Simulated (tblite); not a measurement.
Compound: CH7NOSi2.
Atom-mapped SMILES: `[O:1]=[CH:2][NH:3][SiH2:4][SiH3:5]` (hydrogens: H6 on C2; H7 on N3; H8, H9 on Si4; H10, H11, H12 on Si5)

Computed with GFN2-xTB (tblite), gas phase: L-BFGS steps from a force-field or distance-geometry start until the largest atomic force falls under 0.01 eV/Å.

At the end of the run (lengths in Å): Si5–H11 1.460, C2–N3 1.332, N3–Si4 1.782, Si5–H10 1.460, Si4–H9 1.471, O1=C2 1.213, Si4–Si5 2.308, N3–Si4–Si5 105.0°, C2–N3–Si4 121.2°, O1–C2–N3 124.6°, O1–C2–N3–Si4 0°, C2–N3–Si4–Si5 0°, H7–N3–Si4–Si5 180°, H8–Si4–N3–C2 126°.

Problem. These geometries were met on the way; a selection of coordinates is given. Order them by energy above the end point, lowest first.
A. Si5–H11 1.499, C2–N3 1.367, N3–Si4 1.747, Si5–H10 1.487, Si4–H9 1.496, O1=C2 1.213, Si4–Si5 2.301, N3–Si4–Si5 117.1°, C2–N3–Si4 121.4°, O1–C2–N3 127.7°, O1–C2–N3–Si4 1°, C2–N3–Si4–Si5 47°, H7–N3–Si4–Si5 -132°, H8–Si4–N3–C2 168°
B. Si5–H11 1.461, C2–N3 1.329, N3–Si4 1.784, Si5–H10 1.456, Si4–H9 1.469, O1=C2 1.213, Si4–Si5 2.311, N3–Si4–Si5 107.1°, C2–N3–Si4 119.4°, O1–C2–N3 123.8°, O1–C2–N3–Si4 5°, C2–N3–Si4–Si5 11°, H7–N3–Si4–Si5 -164°, H8–Si4–N3–C2 140°
C. Si5–H11 1.468, C2–N3 1.334, N3–Si4 1.779, Si5–H10 1.459, Si4–H9 1.469, O1=C2 1.212, Si4–Si5 2.307, N3–Si4–Si5 107.9°, C2–N3–Si4 116.1°, O1–C2–N3 122.5°, O1–C2–N3–Si4 -2°, C2–N3–Si4–Si5 43°, H7–N3–Si4–Si5 -137°, H8–Si4–N3–C2 169°
D. Si5–H11 1.461, C2–N3 1.348, N3–Si4 1.780, Si5–H10 1.450, Si4–H9 1.452, O1=C2 1.199, Si4–Si5 2.305, N3–Si4–Si5 114.8°, C2–N3–Si4 123.6°, O1–C2–N3 124.1°, O1–C2–N3–Si4 -2°, C2–N3–Si4–Si5 49°, H7–N3–Si4–Si5 -133°, H8–Si4–N3–C2 169°
E. Si5–H11 1.476, C2–N3 1.334, N3–Si4 1.776, Si5–H10 1.464, Si4–H9 1.467, O1=C2 1.210, Si4–Si5 2.320, N3–Si4–Si5 113.9°, C2–N3–Si4 116.9°, O1–C2–N3 121.6°, O1–C2–N3–Si4 -3°, C2–N3–Si4–Si5 49°, H7–N3–Si4–Si5 -134°, H8–Si4–N3–C2 173°

Solution. B (0.029 eV), C (0.055 eV), E (0.090 eV), D (0.149 eV), A (0.261 eV).

```json
{"step": "101", "E above end (eV)": "0.029", "rms distance from the end, all atoms (Å)": "0.206", "largest force (eV/Å)": "0.146", "rms shift of all bonds from the end (Å)": "0.002"}
{"step": "88", "E above end (eV)": "0.055", "rms distance from the end, all atoms (Å)": "0.499", "largest force (eV/Å)": "0.082", "rms shift of all bonds from the end (Å)": "0.004"}
{"step": "20", "E above end (eV)": "0.090", "rms distance from the end, all atoms (Å)": "0.508", "largest force (eV/Å)": "0.142", "rms shift of all bonds from the end (Å)": "0.007"}
{"step": "3", "E above end (eV)": "0.149", "rms distance from the end, all atoms (Å)": "0.531", "largest force (eV/Å)": "0.612", "rms shift of all bonds from the end (Å)": "0.010"}
{"step": "0", "E above end (eV)": "0.261", "rms distance from the end, all atoms (Å)": "0.538", "largest force (eV/Å)": "1.258", "rms shift of all bonds from the end (Å)": "0.022"}
```

Rows stand in the order of the answer.
